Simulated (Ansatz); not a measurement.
Reaction (formal exchange of groups at the Se–Si bond): `F[Si](F)([SeH])[SeH]` + `O[SiH2]F` → `O[SiH](F)[SeH]` + `F[SiH](F)[SeH]`

Calculated with Ansatz (gas phase, PBE0-D4/def2-TZVP geometries, no zero-point term in ΔE). CCSD(T)/CBS adds triple-zeta CCSD(T) − MP2 to the extrapolated MP2 energy (def2 sets, frozen cores). DFT in def2-TZVPP. For Se outer-core shells are correlated without core-valence functions, which leaves a few kJ/mol of doubt a bond. Scalar relativity is left out up to krypton. One conformer a species, not always the lowest.

```tsv
level	ΔE (kcal/mol)
ωB97M-V	-1.0
BLYP	-1.6
r2SCAN	-1.2
HF/def2-TZVPP	-1.9
```

Task: What does CCSD(T)/CBS give? (Best estimate.)

Result: The calculation gave: -0.9 kcal/mol. The listed levels differ from it by -0.1, -0.7, -0.3, -1.0 kcal/mol.

Largest T1 diagnostic among the species: 0.011.

In def2-TZVPP, CCSD(T) changes the Hartree–Fock value by +0.9 kcal/mol (the triples alone add +0.2 kcal/mol) and MP2 by +1.3 kcal/mol. The D4 term adds +0.9 kcal/mol with B3LYP and +0.5 kcal/mol with PBE0; it sums over pairs of atoms, weighted by their polarisabilities, and B3LYP, whose exchange is more repulsive, gets the larger term.

B3LYP here is the variant with VWN-RPA as its local correlation; programs differ in this.
